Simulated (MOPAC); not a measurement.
MOPAC input (PM6):

```
PM6 FORCE THERMO(298,298) PRECISE LET GEO-OK AUX(PRECISION=9) THREADS=1
C2H8O2S2Si

C    -1.81811282 1   -1.96712511 1   -1.16472372 1
O    -1.01944477 1   -0.99602288 1   -0.53581660 1
Si   -0.00264653 1    0.00618223 1    0.00825366 1
S    -1.01718947 1    1.81953688 1   -0.26228352 1
S     0.44356889 1   -0.50438060 1    1.99092561 1
O     1.39513572 1    0.13574686 1   -0.59493595 1
C     2.62673588 1    0.11324836 1   -1.27249709 1
H    -1.48015375 1   -2.06214565 1   -2.20627031 1
H    -1.68890705 1   -2.90889851 1   -0.61192795 1
H    -2.85771877 1   -1.61052864 1   -1.11429594 1
H    -0.04938664 1    2.69222331 1    0.11233489 1
H    -0.80606359 1   -0.73107639 1    2.46586890 1
H     2.57918230 1    0.87058350 1   -2.06836808 1
H     3.40509021 1    0.35483286 1   -0.53339207 1
H     2.76899416 1   -0.89560453 1   -1.68487912 1
```

Output:

```
 *******************************************************************************
 **                                                                           **
 **                              MOPAC v23.2.5                                **
 **                                                                           **
 *******************************************************************************
 ** MOPAC's Digital Object Identifier: https://doi.org/10.5281/zenodo.6511958 **
 **                                                                           **
 ** Please cite the open-source release paper for use of this MOPAC version:  **
 ** J. E. Moussa and J. J. P. Stewart (2026)                                  **
 ** MOPAC: An open-source semiempirical molecular orbital program             **
 ** J. Open Source Softw., 11(119), 8025, https://doi.org/10.21105/joss.08025 **
 *******************************************************************************

                              PM6 CALCULATION RESULTS

 *******************************************************************************
 *  PM6        - The PM6 Hamiltonian to be used
 *  GEO-OK     - OVERRIDE INTERATOMIC DISTANCE AND OTHER SAFETY CHECKS
 *  LET        - OVERRIDE SOME SAFETY CHECKS
 *  PRECISE    - TIGHTER CRITERIA TO BE USED
 *  FORCE      - FORCE CALCULATION SPECIFIED
 *  AUX        - OUTPUT AUXILIARY INFORMATION
 *  THERMO     - THERMODYNAMIC QUANTITIES TO BE CALCULATED
 *******************************************************************************
PM6 FORCE THERMO(298,298) PRECISE LET GEO-OK AUX(PRECISION=9) THREADS=1
 C2H8O2S2Si

   ATOM   CHEMICAL          X               Y               Z
  NUMBER   SYMBOL      (ANGSTROMS)     (ANGSTROMS)     (ANGSTROMS)

     1       C         -1.81811282  *  -1.96712511  *  -1.16472372  *
     2       O         -1.01944477  *  -0.99602288  *  -0.53581660  *
     3      Si         -0.00264653  *   0.00618223  *   0.00825366  *
     4       S         -1.01718947  *   1.81953688  *  -0.26228352  *
     5       S          0.44356889  *  -0.50438060  *   1.99092561  *
     6       O          1.39513572  *   0.13574686  *  -0.59493595  *
     7       C          2.62673588  *   0.11324836  *  -1.27249709  *
     8       H         -1.48015375  *  -2.06214565  *  -2.20627031  *
     9       H         -1.68890705  *  -2.90889851  *  -0.61192795  *
    10       H         -2.85771877  *  -1.61052864  *  -1.11429594  *
    11       H         -0.04938664  *   2.69222331  *   0.11233489  *
    12       H         -0.80606359  *  -0.73107639  *   2.46586890  *
    13       H          2.57918230  *   0.87058350  *  -2.06836808  *
    14       H          3.40509021  *   0.35483286  *  -0.53339207  *
    15       H          2.76899416  *  -0.89560453  *  -1.68487912  *

          CARTESIAN COORDINATES

    NO.       ATOM           X           Y           Z

     1         C         -1.8181     -1.9671     -1.1647
     2         O         -1.0194     -0.9960     -0.5358
     3        Si         -0.0026      0.0062      0.0083
     4         S         -1.0172      1.8195     -0.2623
     5         S          0.4436     -0.5044      1.9909
     6         O          1.3951      0.1357     -0.5949
     7         C          2.6267      0.1132     -1.2725
     8         H         -1.4802     -2.0621     -2.2063
     9         H         -1.6889     -2.9089     -0.6119
    10         H         -2.8577     -1.6105     -1.1143
[...]
 REDUCED MASS        0.2524         C  7 -- H 15         +17.8% ( 43.5%)     95.3%
 EFFECTIVE MASS      1.4728
 FORCE CONSTANT      1.0622

 VIBRATION         36   19A           ATOM PAIR      ENERGY CONTRIBUTION    RADIAL
 FREQUENCY          2673.43         S  5 -- H 12         +43.2% ( 66.0%)    100.0%
 TRANSITION DIPOLE   0.6807         S  4 -- H 11         +43.2% ( 66.0%)    100.0%
 TRAVEL (Ang.)       0.2595         C  1 -- H  8          +3.6% ( 19.0%)     98.5%
 REDUCED MASS        0.3746         C  7 -- H 15          +3.6% ( 19.0%)     98.3%
 EFFECTIVE MASS      1.3257
 FORCE CONSTANT      1.5773

 VIBRATION         37   18B           ATOM PAIR      ENERGY CONTRIBUTION    RADIAL
 FREQUENCY          2673.58         S  4 -- H 11         +46.5% ( 68.3%)    100.0%
 TRANSITION DIPOLE   1.1494         S  5 -- H 12         +46.5% ( 68.3%)    100.0%
 TRAVEL (Ang.)       0.2429         C  1 -- H 10          +1.9% ( 13.9%)     98.7%
 REDUCED MASS        0.4274         C  7 -- H 14          +1.9% ( 13.9%)     98.6%
 EFFECTIVE MASS      1.3156
 FORCE CONSTANT      1.8000

 VIBRATION         38   19B           ATOM PAIR      ENERGY CONTRIBUTION    RADIAL
 FREQUENCY          2744.91         C  7 -- H 15         +16.9% ( 39.6%)     96.3%
 TRANSITION DIPOLE   0.4021         C  1 -- H  8         +16.9% ( 39.6%)     96.3%
 TRAVEL (Ang.)       0.3868         C  7 -- H 14         +16.7% ( 39.4%)     96.2%
 REDUCED MASS        0.1642         C  1 -- H 10         +16.7% ( 39.4%)     96.2%
 EFFECTIVE MASS      1.0912         C  7 -- H 13         +16.3% ( 38.8%)     96.0%
 FORCE CONSTANT      0.7289         C  1 -- H  9         +16.3% ( 38.8%)     96.0%

 VIBRATION         39   20A           ATOM PAIR      ENERGY CONTRIBUTION    RADIAL
 FREQUENCY          2745.34         C  1 -- H  8         +17.0% ( 39.7%)     96.4%
 TRANSITION DIPOLE   0.2939         C  7 -- H 15         +17.0% ( 39.6%)     96.4%
 TRAVEL (Ang.)       0.3868         C  1 -- H 10         +16.7% ( 39.3%)     96.2%
 REDUCED MASS        0.1642         C  7 -- H 14         +16.6% ( 39.2%)     96.2%
 EFFECTIVE MASS      1.0909         C  1 -- H  9         +16.3% ( 38.8%)     96.1%
 FORCE CONSTANT      0.7291         C  7 -- H 13         +16.3% ( 38.8%)     96.0%

      SYMMETRY NUMBER FOR POINT-GROUP C2  =  2

          SYSTEM IS A GROUND STATE

 C2H8O2S2Si

          MOLECULE IS NOT LINEAR

          THERE ARE 39 GENUINE VIBRATIONS IN THIS SYSTEM
          THIS THERMODYNAMICS CALCULATION IS LIMITED TO
          MOLECULES WHICH HAVE NO INTERNAL ROTATIONS

                    CALCULATED THERMODYNAMIC PROPERTIES
                                          *
   TEMP. (K)   PARTITION FUNCTION   H.O.F.    ENTHALPY  HEAT CAPACITY ENTROPY
                                   KCAL/MOL   CAL/MOLE    CAL/K/MOL  CAL/K/MOL

 298.00  VIB.     0.1004D+06                  5957.6706    32.8774    42.8787
         ROT.     0.3410D+06                   888.2803     2.9808    28.2970
         INT.     0.3424D+11                  6845.9509    35.8582    71.1757
         TRA.     0.1889D+28                  1480.4672     4.9680    41.0468
         TOT.                     -184.215    8326.4181    40.8262   112.2226

   *: NOTE: HEATS OF FORMATION ARE RELATIVE TO THE
            ELEMENTS IN THEIR STANDARD STATE AT 298K
              (=  Standard Enthalpy of Formation).

            Hvib:  Zero-point energy is not included.
                   frequencies of less than zero cm-1 are not included.
            Hrot = (3/2)RT
            Htra = (3/2)RT + pV = (5/2)RT

            Heat capacity is Cp, not Cv

          For more information, see: HTTP://OpenMOPAC.net/Manual/thermochemistry.html

           FORCE CONSTANT IN CARTESIAN COORDINATES (Millidynes/A)

    ATOM   CHEMICAL       X               Y               Z
   NUMBER   SYMBOL  FORCE CONSTANT  FORCE CONSTANT  FORCE CONSTANT

      1       C        6.692891        6.219290        6.222470
      2       O        8.484001        1.113571        1.052213
      3      Si        5.603366        5.081672        3.990784
      4       S        4.216198        1.028385        2.056104
      5       S        1.638844        3.645701        2.016141
      6       O        1.752241        7.845791        1.051753
      7       C        6.258220        6.653867        6.222565
      8       H        1.167251        3.017528        1.175375
      9       H        1.149502        0.535816        3.672481
     10       H        1.135234        2.755766        1.467352
     11       H        3.922238        0.273324        0.177465
     12       H        0.985026        3.215977        0.172024
     13       H        0.603990        1.099037        3.654771
     14       H        3.121760        0.797267        1.439325
     15       H        2.361090        1.778035        1.221029

 **********************
 *                    *
 * JOB ENDED NORMALLY *
 *                    *
 **********************

 == MOPAC DONE ==
```
